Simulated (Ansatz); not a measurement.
Ansatz (a program for electronic structure) input (B3LYP-D3(BJ)/def2-TZVP):

Ansatz 0.2 input:
```yaml
crystal:
  periodic: [false, false, false]
  atoms:
    - {symbol: Zr, position_ang: [-0.04827567, -0.00636886, 0.02062075]}
    - {symbol: H, position_ang: [1.30674058, -0.37105990, 1.13653967]}
    - {symbol: H, position_ang: [0.31890802, 1.65277099, -0.55102136]}
    - {symbol: H, position_ang: [0.30537809, -1.02695673, -1.41034851]}
basis:
  gaussian:
    orbitals: def2-TZVP
hamiltonian:
  xc: b3lyp
  dispersion: d3bj
total_charge: 1
phonons: {temperatures: {t_min: 298.15, t_max: 298.15, t_step: 100}}
```

Output:

```
Functional definition: B3LYP
integrals: 0.01 GiB planned
487 factors; their error is unknown
mean field: 0.12 GiB planned
mean field evaluation 1: about -1317.5752 eV, gradient 2.4e1 eV
mean field evaluation 2: about -1317.3286 eV, gradient 2.7e1 eV
mean field evaluation 4: about -1319.4277 eV, gradient 1.3e0 eV
mean field evaluation 8: about -1319.4424 eV, gradient 3.3e-3 eV
mean field -1319.44236759 eV, -48.4886126587 hartree, gradient 2.2e-5 eV, S^2 0.000000; 0 other end points of the search recorded, 0 dependent functions left out
the calculation of the forces begins
reference -1319.44258739 eV, -48.4886207361 hartree; 7, 7 occupied and 51, 51 virtual orbitals, 487 factors
these checks for a lower state are left out or cut short: stability, starts, cluster_reference, orbital_swaps, neighbouring_geometries, increment
integrals: 0.01 GiB planned
487 factors; their error is unknown
mean field: 0.12 GiB planned
mean field evaluation 16: about -1319.4423 eV, gradient 1.6e-1 eV
mean field -1319.44231798 eV, -48.4886108357 hartree, gradient 1.6e-6 eV, S^2 0.000000; 0 other end points of the search recorded, 0 dependent functions left out
the calculation of the forces begins
reference -1319.44253778 eV, -48.4886189132 hartree; 7, 7 occupied and 51, 51 virtual orbitals, 487 factors
these checks for a lower state are left out or cut short: stability, starts, cluster_reference, orbital_swaps, neighbouring_geometries, increment
integrals: 0.01 GiB planned
487 factors; their error is unknown
mean field: 0.12 GiB planned
mean field -1319.44232086 eV, -48.4886109415 hartree, gradient 2.6e-6 eV, S^2 0.000000; 0 other end points of the search recorded, 0 dependent functions left out
the calculation of the forces begins
reference -1319.44254065 eV, -48.4886190187 hartree; 7, 7 occupied and 51, 51 virtual orbitals, 487 factors
these checks for a lower state are left out or cut short: stability, starts, cluster_reference, orbital_swaps, neighbouring_geometries, increment
integrals: 0.01 GiB planned
487 factors; their error is unknown
mean field: 0.12 GiB planned
mean field evaluation 32: about -1319.4423 eV, gradient 2.8e-4 eV
mean field -1319.44233422 eV, -48.4886114325 hartree, gradient 1.0e-6 eV, S^2 0.000000; 0 other end points of the search recorded, 0 dependent functions left out
the calculation of the forces begins
reference -1319.44255402 eV, -48.4886195098 hartree; 7, 7 occupied and 51, 51 virtual orbitals, 487 factors
these checks for a lower state are left out or cut short: stability, starts, cluster_reference, orbital_swaps, neighbouring_geometries, increment
integrals: 0.01 GiB planned
487 factors; their error is unknown
mean field: 0.12 GiB planned
mean field -1319.44232428 eV, -48.4886110673 hartree, gradient 1.4e-6 eV, S^2 0.000000; 0 other end points of the search recorded, 0 dependent functions left out
the calculation of the forces begins
reference -1319.44254408 eV, -48.4886191447 hartree; 7, 7 occupied and 51, 51 virtual orbitals, 487 factors
these checks for a lower state are left out or cut short: stability, starts, cluster_reference, orbital_swaps, neighbouring_geometries, increment
integrals: 0.01 GiB planned
487 factors; their error is unknown
mean field: 0.12 GiB planned
mean field -1319.44234420 eV, -48.4886117993 hartree, gradient 1.3e-6 eV, S^2 0.000000; 0 other end points of the search recorded, 0 dependent functions left out
the calculation of the forces begins
reference -1319.44256401 eV, -48.4886198770 hartree; 7, 7 occupied and 51, 51 virtual orbitals, 487 factors
these checks for a lower state are left out or cut short: stability, starts, cluster_reference, orbital_swaps, neighbouring_geometries, increment
integrals: 0.01 GiB planned
487 factors; their error is unknown
mean field: 0.12 GiB planned
mean field -1319.44234614 eV, -48.4886118706 hartree, gradient 2.7e-6 eV, S^2 0.000000; 0 other end points of the search recorded, 0 dependent functions left out
the calculation of the forces begins
reference -1319.44256593 eV, -48.4886199475 hartree; 7, 7 occupied and 51, 51 virtual orbitals, 487 factors
these checks for a lower state are left out or cut short: stability, starts, cluster_reference, orbital_swaps, neighbouring_geometries, increment
integrals: 0.01 GiB planned
487 factors; their error is unknown
mean field: 0.12 GiB planned
mean field -1319.44236333 eV, -48.4886125023 hartree, gradient 2.5e-6 eV, S^2 0.000000; 0 other end points of the search recorded, 0 dependent functions left out
the calculation of the forces begins
reference -1319.44258312 eV, -48.4886205794 hartree; 7, 7 occupied and 51, 51 virtual orbitals, 487 factors
these checks for a lower state are left out or cut short: stability, starts, cluster_reference, orbital_swaps, neighbouring_geometries, increment
integrals: 0.01 GiB planned
487 factors; their error is unknown
mean field: 0.12 GiB planned
mean field evaluation 64: about -1319.4424 eV, gradient 2.3e-6 eV
mean field -1319.44236561 eV, -48.4886125860 hartree, gradient 2.3e-6 eV, S^2 0.000000; 0 other end points of the search recorded, 0 dependent functions left out
the calculation of the forces begins
reference -1319.44258541 eV, -48.4886206637 hartree; 7, 7 occupied and 51, 51 virtual orbitals, 487 factors
these checks for a lower state are left out or cut short: stability, starts, cluster_reference, orbital_swaps, neighbouring_geometries, increment
integrals: 0.01 GiB planned
487 factors; their error is unknown
mean field: 0.12 GiB planned
mean field -1319.44235565 eV, -48.4886122201 hartree, gradient 1.0e-6 eV, S^2 0.000000; 0 other end points of the search recorded, 0 dependent functions left out
the calculation of the forces begins
reference -1319.44257547 eV, -48.4886202983 hartree; 7, 7 occupied and 51, 51 virtual orbitals, 487 factors
these checks for a lower state are left out or cut short: stability, starts, cluster_reference, orbital_swaps, neighbouring_geometries, increment
integrals: 0.01 GiB planned
487 factors; their error is unknown
mean field: 0.12 GiB planned
mean field -1319.44234848 eV, -48.4886119566 hartree, gradient 1.1e-6 eV, S^2 0.000000; 0 other end points of the search recorded, 0 dependent functions left out
the calculation of the forces begins
reference -1319.44256826 eV, -48.4886200331 hartree; 7, 7 occupied and 51, 51 virtual orbitals, 487 factors
these checks for a lower state are left out or cut short: stability, starts, cluster_reference, orbital_swaps, neighbouring_geometries, increment
integrals: 0.01 GiB planned
487 factors; their error is unknown
mean field: 0.12 GiB planned
mean field -1319.44232823 eV, -48.4886112123 hartree, gradient 1.5e-6 eV, S^2 0.000000; 0 other end points of the search recorded, 0 dependent functions left out
the calculation of the forces begins
reference -1319.44254800 eV, -48.4886192886 hartree; 7, 7 occupied and 51, 51 virtual orbitals, 487 factors
these checks for a lower state are left out or cut short: stability, starts, cluster_reference, orbital_swaps, neighbouring_geometries, increment
integrals: 0.01 GiB planned
487 factors; their error is unknown
mean field: 0.12 GiB planned
mean field -1319.44233335 eV, -48.4886114005 hartree, gradient 1.5e-6 eV, S^2 0.000000; 0 other end points of the search recorded, 0 dependent functions left out
the calculation of the forces begins
reference -1319.44255318 eV, -48.4886194790 hartree; 7, 7 occupied and 51, 51 virtual orbitals, 487 factors
these checks for a lower state are left out or cut short: stability, starts, cluster_reference, orbital_swaps, neighbouring_geometries, increment
integrals: 0.01 GiB planned
487 factors; their error is unknown
mean field: 0.12 GiB planned
mean field evaluation 96: about -1319.4424 eV, gradient 2.4e-6 eV
mean field -1319.44236330 eV, -48.4886125012 hartree, gradient 2.4e-6 eV, S^2 0.000000; 0 other end points of the search recorded, 0 dependent functions left out
the calculation of the forces begins
reference -1319.44258310 eV, -48.4886205785 hartree; 7, 7 occupied and 51, 51 virtual orbitals, 487 factors
these checks for a lower state are left out or cut short: stability, starts, cluster_reference, orbital_swaps, neighbouring_geometries, increment
integrals: 0.01 GiB planned
487 factors; their error is unknown
mean field: 0.12 GiB planned
mean field -1319.44236762 eV, -48.4886126598 hartree, gradient 2.7e-6 eV, S^2 0.000000; 0 other end points of the search recorded, 0 dependent functions left out
the calculation of the forces begins
reference -1319.44258742 eV, -48.4886207373 hartree; 7, 7 occupied and 51, 51 virtual orbitals, 487 factors
Total energy: -1319.51772621 eV, -48.4913820370 hartree
Atom 0 at    -0.048276    -0.006369     0.020621 Å, force    -0.000528    -0.000053     0.000245 eV/Å
Atom 1 at     1.306741    -0.371060     1.136540 Å, force     0.000217    -0.000009     0.000017 eV/Å
Atom 2 at     0.318908     1.652771    -0.551021 Å, force     0.000152     0.000124    -0.000095 eV/Å
Atom 3 at     0.305378    -1.026957    -1.410349 Å, force     0.000158    -0.000062    -0.000167 eV/Å
Dipole moment:    -0.675713    -0.089145     0.288628 e Å
Vibrations: 418.41 502.11 502.22 1821.51 1821.52 1855.10 cm⁻¹, zero-point energy 0.429039 eV
```

The spin state was set by rule; other spins were not relaxed.
